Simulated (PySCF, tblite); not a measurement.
Compound: C6H8O3.
Cartesian coordinates in Å at the GFN2-xTB level; atoms count from 1:
```xyz
17
C6H8O3 angstrom
C      2.7569   -0.2395    0.4213
C      1.5295    0.1901   -0.3641
O      0.4020   -0.4579    0.2063
C     -0.8151   -0.1875   -0.4370
C     -1.9321   -1.0257    0.1112
C     -2.8816   -0.2124    0.5509
O     -2.5895    1.1207    0.3859
C     -1.3643    1.2325   -0.1806
O     -0.8504    2.2811   -0.4309
H      2.8702   -1.3193    0.3742
H      3.6426    0.2339    0.0074
H      2.6488    0.0518    1.4620
H      1.6227   -0.1050   -1.4210
H      1.4042    1.2781   -0.3185
H     -0.7058   -0.3201   -1.5307
H     -1.9127   -2.0945    0.1466
H     -3.8324   -0.4143    1.0069
```

Computed with PBE0/pcSseg-1 in PySCF (dipole) on a GFN2-xTB geometry, gas phase.

Take the most abundant isotopes and a rigid rotor. The values belong to one conformer with, in the numbering `[CH3:1][CH2:2][O:3][C@H:4]1[CH:5]=[CH:6][O:7][C:8]1=[O:9]`, C1–C2–O3–C4 -178°, C2–O3–C4–C5 173°.

**Question.** What are A, B and C (MHz)?

**Answer.** Ia = 151.72, Ib = 449.78, Ic = 562.23 u·Å²; 505379 MHz·u·Å²/I gives A = 3331, B = 1124, C = 898.9 MHz.

**Question.** Classify the top.

**Answer.** An asymmetric top. Ray's parameter κ = (2B − A − C)/(A − C) = -0.815; −1 is the prolate and +1 the oblate limit.

**Question.** Is it planar, by Δ = Ic − Ia − Ib?

**Answer.** Not planar: Δ = Ic − Ia − Ib = -39.28 u·Å². For a rigid frame Δ = −2 Σ m c², so Σ m c² = 19.64 u·Å² lies off the ab plane: 7.73 from hydrogen and 11.91 from heavier atoms. The atom farthest from that plane is 1.65 Å away.

**Question.** Give the other two planar moments, Paa and Pbb, and the rms extents of the mass along the axes.

**Answer.** Paa = Σ m a² = (Ib + Ic − Ia)/2 = 430.14 and Pbb = Σ m b² = (Ia + Ic − Ib)/2 = 132.08 u·Å². With the mass M = 128.05 u, the rms extents √(P/M) along a, b and c are 1.83, 1.02, 0.39 Å.

**Question.** List the rotational levels J(Ka,Kc) to J = 4 (K).

**Answer.** Above 0(0,0), as E/k:
J = 1: 1(0,1) 0.097, 1(1,1) 0.203, 1(1,0) 0.214
J = 2: 2(0,2) 0.290, 2(1,2) 0.386, 2(1,1) 0.419, 2(2,1) 0.737, 2(2,0) 0.737
J = 3: 3(0,3) 0.579, 3(1,3) 0.661, 3(1,2) 0.726, 3(2,2) 1.028, 3(2,1) 1.032, 3(3,1) 1.585, 3(3,0) 1.585
J = 4: 4(0,4) 0.959, 4(1,4) 1.026, 4(1,3) 1.134, 4(2,3) 1.415, 4(2,2) 1.427, 4(3,2) 1.975, 4(3,1) 1.975, 4(4,1) 2.753, 4(4,0) 2.753
The levels of one J sum to (2J + 1)J(J + 1)(A + B + C)/3.

**Question.** Predict some low-J microwave lines.

**Answer.** The dipole components are |μa| = 0.06 D, |μb| = 2.66 D, |μc| = 1.07 D. Intensities carry the squares of the components, which stand as 0.00 : 1.00 : 0.16 (a : b : c). Some lines, for components of 0.1 D or more:

```csv
type,branch,"J(Ka,Kc)",MHz,lower level (cm⁻¹)
c,Q,"5(1,5) ← 5(0,5)",1072,0.994
c,Q,"1(1,1) ← 1(0,1)",2207,0.067
b,Q,"4(2,2) ← 4(1,3)",6107,0.788
b,Q,"3(2,1) ← 3(1,2)",6377,0.504
c,R,"3(1,2) ← 2(0,2)",9067,0.202
b,R,"4(1,4) ← 3(0,3)",9327,0.402
c,Q,"3(3,1) ← 3(2,1)",11528,0.717
b,R,"3(2,2) ← 2(1,1)",12690,0.291
b,R,"4(2,3) ← 3(1,2)",14373,0.504
c,Q,"5(4,2) ← 5(3,2)",16178,1.712
b,Q,"5(5,1) ← 5(4,2)",20844,2.252
b,R,"5(4,1) ← 4(3,2)",26360,1.372
```

Its GFN2-xTB frequencies are all real (lowest 59 cm⁻¹). Constants of a rigid frame at the computed geometry: no zero-point averaging, no centrifugal distortion. A rigid rotor knows nothing of internal rotation, which can split or shift real lines.

Time: 30 s wall (with the writing of density and orbital grids); peak memory 0.77 GiB. Hardware: one thread, Intel Xeon 6975P-C (x86_64), shared host with 128 logical CPUs at a one-minute load of 42. This is the PBE0/pcSseg-1 job that gave the dipole, with the shieldings it also computed.
